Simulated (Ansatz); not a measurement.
Ansatz (a first-principles code) input (B3LYP-D3(BJ)/def2-TZVP):

Ansatz 0.2 input:
```yaml
crystal:
  periodic: [false, false, false]
  atoms:
    - {symbol: Ca, position_ang: [-0.00000000, -0.00000000, -0.64726545]}
    - {symbol: O, position_ang: [0.00000000, 0.00000000, 1.33220972]}
    - {symbol: H, position_ang: [0.00000000, 0.00000000, 2.28763111]}
basis:
  gaussian:
    orbitals: def2-TZVP
hamiltonian:
  xc: b3lyp
  dispersion: d3bj
magnetization: {spin_polarized: true, initial_magnetization: 1}
phonons: {temperatures: {t_min: 298.15, t_max: 298.15, t_step: 100}}
```

Output:

```
Functional definition: B3LYP
integrals: 0.02 GiB planned
580 factors; their error is unknown
mean field: 0.23 GiB planned
mean field evaluation 1: about -20494.8160 eV, gradient 5.0e1 eV
mean field evaluation 2: about -20341.7842 eV, gradient 1.2e2 eV
mean field evaluation 4: about -20503.1140 eV, gradient 1.2e1 eV
mean field evaluation 8: about -20503.6687 eV, gradient 6.3e-2 eV
mean field evaluation 16: about -20503.7006 eV, gradient 7.6e-6 eV
mean field -20503.70060635 eV, -753.4970993758 hartree, gradient 7.1e-6 eV, S^2 0.750070; 0 other end points of the search recorded, 0 dependent functions left out
the calculation of the forces begins
reference -20503.70080271 eV, -753.4971065920 hartree; 15, 14 occupied and 58, 59 virtual orbitals, 580 factors
these checks for a lower state are left out or cut short: stability, starts, cluster_reference, orbital_swaps, neighbouring_geometries, increment
integrals: 0.02 GiB planned
580 factors; their error is unknown
mean field: 0.22 GiB planned
mean field -20503.70060602 eV, -753.4970993638 hartree, gradient 1.4e-6 eV, S^2 0.750070; 0 other end points of the search recorded, 0 dependent functions left out
the calculation of the forces begins
reference -20503.70080238 eV, -753.4971065800 hartree; 15, 14 occupied and 58, 59 virtual orbitals, 580 factors
these checks for a lower state are left out or cut short: stability, starts, cluster_reference, orbital_swaps, neighbouring_geometries, increment
integrals: 0.02 GiB planned
580 factors; their error is unknown
mean field: 0.22 GiB planned
mean field evaluation 32: about -20503.7006 eV, gradient 1.4e-6 eV
mean field -20503.70060602 eV, -753.4970993638 hartree, gradient 1.4e-6 eV, S^2 0.750070; 0 other end points of the search recorded, 0 dependent functions left out
the calculation of the forces begins
reference -20503.70080238 eV, -753.4971065800 hartree; 15, 14 occupied and 58, 59 virtual orbitals, 580 factors
these checks for a lower state are left out or cut short: stability, starts, cluster_reference, orbital_swaps, neighbouring_geometries, increment
integrals: 0.02 GiB planned
580 factors; their error is unknown
mean field: 0.22 GiB planned
mean field -20503.70060602 eV, -753.4970993638 hartree, gradient 1.4e-6 eV, S^2 0.750070; 0 other end points of the search recorded, 0 dependent functions left out
the calculation of the forces begins
reference -20503.70080238 eV, -753.4971065800 hartree; 15, 14 occupied and 58, 59 virtual orbitals, 580 factors
these checks for a lower state are left out or cut short: stability, starts, cluster_reference, orbital_swaps, neighbouring_geometries, increment
integrals: 0.02 GiB planned
580 factors; their error is unknown
mean field: 0.22 GiB planned
mean field -20503.70060602 eV, -753.4970993638 hartree, gradient 1.4e-6 eV, S^2 0.750070; 0 other end points of the search recorded, 0 dependent functions left out
the calculation of the forces begins
reference -20503.70080238 eV, -753.4971065800 hartree; 15, 14 occupied and 58, 59 virtual orbitals, 580 factors
these checks for a lower state are left out or cut short: stability, starts, cluster_reference, orbital_swaps, neighbouring_geometries, increment
integrals: 0.02 GiB planned
580 factors; their error is unknown
mean field: 0.23 GiB planned
mean field -20503.70053478 eV, -753.4970967457 hartree, gradient 2.1e-6 eV, S^2 0.750070; 0 other end points of the search recorded, 0 dependent functions left out
the calculation of the forces begins
reference -20503.70073107 eV, -753.4971039593 hartree; 15, 14 occupied and 58, 59 virtual orbitals, 580 factors
these checks for a lower state are left out or cut short: stability, starts, cluster_reference, orbital_swaps, neighbouring_geometries, increment
integrals: 0.02 GiB planned
580 factors; their error is unknown
mean field: 0.23 GiB planned
mean field -20503.70056932 eV, -753.4970980150 hartree, gradient 2.0e-6 eV, S^2 0.750070; 0 other end points of the search recorded, 0 dependent functions left out
the calculation of the forces begins
reference -20503.70076575 eV, -753.4971052338 hartree; 15, 14 occupied and 58, 59 virtual orbitals, 580 factors
these checks for a lower state are left out or cut short: stability, starts, cluster_reference, orbital_swaps, neighbouring_geometries, increment
integrals: 0.02 GiB planned
580 factors; their error is unknown
mean field: 0.22 GiB planned
mean field evaluation 64: about -20503.7006 eV, gradient 2.6e-4 eV
mean field -20503.70060319 eV, -753.4970992597 hartree, gradient 1.3e-6 eV, S^2 0.750070; 0 other end points of the search recorded, 0 dependent functions left out
the calculation of the forces begins
reference -20503.70079955 eV, -753.4971064759 hartree; 15, 14 occupied and 58, 59 virtual orbitals, 580 factors
these checks for a lower state are left out or cut short: stability, starts, cluster_reference, orbital_swaps, neighbouring_geometries, increment
integrals: 0.02 GiB planned
580 factors; their error is unknown
mean field: 0.23 GiB planned
mean field -20503.70060319 eV, -753.4970992597 hartree, gradient 1.3e-6 eV, S^2 0.750070; 0 other end points of the search recorded, 0 dependent functions left out
the calculation of the forces begins
reference -20503.70079955 eV, -753.4971064759 hartree; 15, 14 occupied and 58, 59 virtual orbitals, 580 factors
these checks for a lower state are left out or cut short: stability, starts, cluster_reference, orbital_swaps, neighbouring_geometries, increment
integrals: 0.02 GiB planned
580 factors; their error is unknown
mean field: 0.22 GiB planned
mean field -20503.70060319 eV, -753.4970992597 hartree, gradient 1.3e-6 eV, S^2 0.750070; 0 other end points of the search recorded, 0 dependent functions left out
the calculation of the forces begins
reference -20503.70079955 eV, -753.4971064759 hartree; 15, 14 occupied and 58, 59 virtual orbitals, 580 factors
these checks for a lower state are left out or cut short: stability, starts, cluster_reference, orbital_swaps, neighbouring_geometries, increment
integrals: 0.02 GiB planned
580 factors; their error is unknown
mean field: 0.22 GiB planned
mean field -20503.70060319 eV, -753.4970992597 hartree, gradient 1.3e-6 eV, S^2 0.750070; 0 other end points of the search recorded, 0 dependent functions left out
the calculation of the forces begins
reference -20503.70079955 eV, -753.4971064759 hartree; 15, 14 occupied and 58, 59 virtual orbitals, 580 factors
these checks for a lower state are left out or cut short: stability, starts, cluster_reference, orbital_swaps, neighbouring_geometries, increment
integrals: 0.02 GiB planned
580 factors; their error is unknown
mean field: 0.23 GiB planned
mean field evaluation 96: about -20503.7004 eV, gradient 1.1e-6 eV
mean field -20503.70039035 eV, -753.4970914380 hartree, gradient 1.1e-6 eV, S^2 0.750070; 0 other end points of the search recorded, 0 dependent functions left out
the calculation of the forces begins
reference -20503.70058680 eV, -753.4970986573 hartree; 15, 14 occupied and 58, 59 virtual orbitals, 580 factors
these checks for a lower state are left out or cut short: stability, starts, cluster_reference, orbital_swaps, neighbouring_geometries, increment
integrals: 0.02 GiB planned
580 factors; their error is unknown
mean field: 0.23 GiB planned
mean field -20503.70038270 eV, -753.4970911568 hartree, gradient 1.9e-6 eV, S^2 0.750070; 0 other end points of the search recorded, 0 dependent functions left out
the calculation of the forces begins
reference -20503.70057897 eV, -753.4970983697 hartree; 15, 14 occupied and 58, 59 virtual orbitals, 580 factors
these checks for a lower state are left out or cut short: stability, starts, cluster_reference, orbital_swaps, neighbouring_geometries, increment
integrals: 0.02 GiB planned
580 factors; their error is unknown
mean field: 0.22 GiB planned
mean field -20503.70060491 eV, -753.4970993231 hartree, gradient 1.5e-6 eV, S^2 0.750070; 0 other end points of the search recorded, 0 dependent functions left out
the calculation of the forces begins
reference -20503.70080128 eV, -753.4971065393 hartree; 15, 14 occupied and 58, 59 virtual orbitals, 580 factors
these checks for a lower state are left out or cut short: stability, starts, cluster_reference, orbital_swaps, neighbouring_geometries, increment
integrals: 0.02 GiB planned
580 factors; their error is unknown
mean field: 0.22 GiB planned
mean field -20503.70060491 eV, -753.4970993231 hartree, gradient 1.5e-6 eV, S^2 0.750070; 0 other end points of the search recorded, 0 dependent functions left out
the calculation of the forces begins
reference -20503.70080128 eV, -753.4971065393 hartree; 15, 14 occupied and 58, 59 virtual orbitals, 580 factors
these checks for a lower state are left out or cut short: stability, starts, cluster_reference, orbital_swaps, neighbouring_geometries, increment
integrals: 0.02 GiB planned
580 factors; their error is unknown
mean field: 0.22 GiB planned
mean field -20503.70060491 eV, -753.4970993231 hartree, gradient 1.5e-6 eV, S^2 0.750070; 0 other end points of the search recorded, 0 dependent functions left out
the calculation of the forces begins
reference -20503.70080128 eV, -753.4971065393 hartree; 15, 14 occupied and 58, 59 virtual orbitals, 580 factors
these checks for a lower state are left out or cut short: stability, starts, cluster_reference, orbital_swaps, neighbouring_geometries, increment
integrals: 0.02 GiB planned
580 factors; their error is unknown
mean field: 0.23 GiB planned
mean field evaluation 128: about -20503.7006 eV, gradient 2.6e-4 eV
mean field -20503.70060491 eV, -753.4970993231 hartree, gradient 1.5e-6 eV, S^2 0.750070; 0 other end points of the search recorded, 0 dependent functions left out
the calculation of the forces begins
reference -20503.70080128 eV, -753.4971065393 hartree; 15, 14 occupied and 58, 59 virtual orbitals, 580 factors
these checks for a lower state are left out or cut short: stability, starts, cluster_reference, orbital_swaps, neighbouring_geometries, increment
integrals: 0.02 GiB planned
580 factors; their error is unknown
mean field: 0.23 GiB planned
mean field -20503.70045154 eV, -753.4970936869 hartree, gradient 1.0e-6 eV, S^2 0.750070; 0 other end points of the search recorded, 0 dependent functions left out
the calculation of the forces begins
reference -20503.70064789 eV, -753.4971009025 hartree; 15, 14 occupied and 58, 59 virtual orbitals, 580 factors
these checks for a lower state are left out or cut short: stability, starts, cluster_reference, orbital_swaps, neighbouring_geometries, increment
integrals: 0.02 GiB planned
580 factors; their error is unknown
mean field: 0.22 GiB planned
mean field -20503.70042470 eV, -753.4970927005 hartree, gradient 2.9e-6 eV, S^2 0.750070; 0 other end points of the search recorded, 0 dependent functions left out
the calculation of the forces begins
reference -20503.70062108 eV, -753.4970999173 hartree; 15, 14 occupied and 58, 59 virtual orbitals, 580 factors
Total energy: -20503.77574928 eV, -753.4998608278 hartree
Atom 0 at    -0.000000    -0.000000    -0.647265 Å, force     0.000000    -0.000000     0.000037 eV/Å
Atom 1 at     0.000000     0.000000     1.332210 Å, force    -0.000000     0.000000     0.000439 eV/Å
Atom 2 at     0.000000     0.000000     2.287631 Å, force     0.000000    -0.000000    -0.000476 eV/Å
Dipole moment:    -0.000000     0.000000    -0.206250 e Å
Vibrations: 377.01 377.01 629.15 3929.71 cm⁻¹, zero-point energy 0.329357 eV
```

It need not be the lowest isomer of its formula.
